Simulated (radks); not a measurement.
Spherical quantum dot in the effective-mass picture: electrons in a hard-walled sphere of radius 4.62, with a point charge +1 (a donor) at the centre, all in effective atomic units (hartree* = m*/eps^2 hartree, bohr* = eps/m* bohr), one dielectric constant everywhere. Method: non-relativistic Kohn-Sham, LDA (Slater exchange, Perdew-Wang correlation), spin-polarised, spherical densities; computed with a radial shooting solver with Libxc functionals. Levels are named by radial order and angular momentum (1s, 1p, 1d, 2s, ...), and open shells are averaged over m. Results are scaled to m* = 0.287 and eps = 14.6, for which hartree* = 36.64 meV and bohr* = 2.692 nm. Each electron was tried in the lowest free levels, single moves between levels near the top were tried too, and the lowest total energy was kept; such a search can miss a lower state. At N = 1 the Hartree and exchange-correlation terms need not cancel, so that row can carry a self-interaction error.

\begin{tabular}{lrrrrr}
N & open shells & 2S & E (meV) & addition energy mu(N+1) - mu(N) (meV) & e(HOMO) (meV) \\ \hline
1 & 1s(up 1, down 0) & 1 & -17.2071 & 19.25 & -9.0058 \\
2 & none & 0 & -15.1634 & 24.56 & 8.4305 \\
3 & 1p(up 1, down 0) & 1 & 11.4381 & 9.807 & 31.416 \\
4 & 1p(up 2, down 0) & 2 & 47.8466 & 10.09 & 41.438 \\
5 & 1p(up 3, down 0) & 3 & 94.3492 & 12.69 & 51.574 \\
6 & 1p(up 3, down 1) & 2 & 153.543 & 9.587 & 63.939 \\
7 & 1p(up 3, down 2) & 1 & 222.323 & 9.771 & 73.650 \\
8 & none & 0 & 300.875 & 19.06 & 83.463 \\
9 & 1d(up 1, down 0) & 1 & 398.484 & 9.464 & 102.33 \\
10 & 1d(up 2, down 0) & 2 & 505.556 & 9.508 & 111.82 \\
11 & 1d(up 3, down 0) & 3 & 622.136 & 9.530 & 121.34 \\
12 & 1d(up 4, down 0) & 4 & 748.246 & 9.539 & 130.88 \\
13 & 1d(up 5, down 0) & 5 & 883.895 & 11.97 & 140.42 \\
14 & 1d(up 5, down 1) & 4 & 1031.51 & 9.309 & 152.26 \\
15 & 1d(up 5, down 2) & 3 & 1188.44 & 9.351 & 161.60 \\
16 & 1d(up 5, down 3) & 2 & 1354.72 & 9.376 & 170.96 \\
17 & 1d(up 5, down 4) & 1 & 1530.37 & 9.390 & 180.35 \\
18 & none & 0 & 1715.41 & 13.80 & 189.74 \\
19 & 2s(up 1, down 0) & 1 & 1914.26 & 16.04 & 205.74 \\
20 & 2s(up 1, down 0) 1f(up 1, down 0) & 2 & 2129.15 & 9.238 & 219.51 \\
21 & 2s(up 1, down 0) 1f(up 2, down 0) & 3 & 2353.28 & 9.246 & 228.75 \\
22 & 2s(up 1, down 0) 1f(up 3, down 0) & 4 & 2586.66 & 9.250 & 238.00 \\
23 & 2s(up 1, down 0) 1f(up 4, down 0) & 5 & 2829.28 & 9.251 & 247.25 \\
24 & 2s(up 1, down 0) 1f(up 5, down 0) & 6 & 3081.16 & 9.251 & 256.50 \\
25 & 2s(up 1, down 0) 1f(up 6, down 0) & 7 & 3342.28 & 9.250 & 265.75 \\
26 & 2s(up 1, down 0) 1f(up 7, down 0) & 8 & 3612.66 & 11.59 & 275.00 \\
27 & 2s(up 1, down 0) 1f(up 7, down 1) & 7 & 3894.63 & 9.130 & 286.54 \\
28 & 2s(up 1, down 0) 1f(up 7, down 2) & 6 & 4185.74 & 9.140 & 295.67 \\
29 & 2s(up 1, down 0) 1f(up 7, down 3) & 5 & 4485.98 & 9.147 & 304.81 \\
30 & 2s(up 1, down 0) 1f(up 7, down 4) & 4 & 4795.37 & 9.152 & 313.96 \\
31 & 2s(up 1, down 0) 1f(up 7, down 5) & 3 & 5113.91 & 9.155 & 323.12 \\
32 & 2s(up 1, down 0) 1f(up 7, down 6) & 2 & 5441.60 & 9.156 & 332.78 \\
33 & 2s(up 1, down 0) & 1 & 5778.46 & 16.62 & 342.50 \\
34 & none & 0 & 6131.93 & 14.48 & 360.29 \\
35 & 1g(up 1, down 0) & 1 & 6499.88 & 9.062 & 372.48 \\
36 & 1g(up 2, down 0) & 2 & 6876.90 & 9.064 & 381.55 \\
37 & 1g(up 3, down 0) & 3 & 7262.98 & 9.065 & 390.61 \\
38 & 1g(up 4, down 0) & 4 & 7658.12 & 9.065 & 399.68 \\
39 & 1g(up 5, down 0) & 5 & 8062.33 & 9.065 & 408.74 \\
40 & 1g(up 6, down 0) & 6 & 8475.60 & - & 417.86 \\
\end{tabular}

All shells are closed at N = 2, 8, 18, 34 (there: 1s2 1p6 1d10 2s2 1f14); the second difference of the energy has clear peaks (12 % above both neighbours; the first and last values, which can be the largest, are not judged, and half-filled shells can peak too) at N = 2, 5, 8, 13, 19, 26, 33.
